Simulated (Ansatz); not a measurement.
**Worked example: GeH2(CH3)F + CHF3S → GeH2(CH3)(SH) + CF4**

Gas-phase species: GeH2(CH3)F, singlet; CHF3S (trifluoromethanethiol) `FC(F)(F)S`, singlet; GeH2(CH3)(SH), singlet; CF4 (tetrafluoromethane) `FC(F)(F)F`, singlet. The partners trade F for SH: Ge–F and C–SH bonds give way to Ge–SH and C–F.

Shapes, held fixed at every level: PBE0-D4/def2-TZVP. Flexible molecules stand in one conformer, not always the lowest. Programs: Ansatz 0.2.0. The zero-point and thermal change to 298 K, harmonic and unscaled (PBE0-D4/def2-TZVP), is +1.9 kJ/mol.

At CCSD(T)/def2-TZVPP; 1 Eh = 2625.50 kJ/mol:

| species | energy (Eh) |
| --- | --- |
| GeH2(CH3)F | -2216.425991 |
| CHF3S | -735.591771 |
| GeH2(CH3)(SH) | -2515.006755 |
| CF4 | -437.019276 |

Work out ΔH(298 K) of the reaction at this level.


1. Products less reactants: (-2515.006755) + (-437.019276) − [(-2216.425991) + (-735.591771)] = -0.008269 Eh = -21.7 kJ/mol.
2. With the thermal change: -21.7 + (+1.9) = -19.8 kJ/mol.

Other levels give -48.4 (HF/def2-SVP) to -12.3 kJ/mol (wB97X-V/def2-TZVPP). No measured value is set beside it here. Relativity is left out for Ge. Outer-core shells of Ge are correlated, in sets that cover them unevenly.
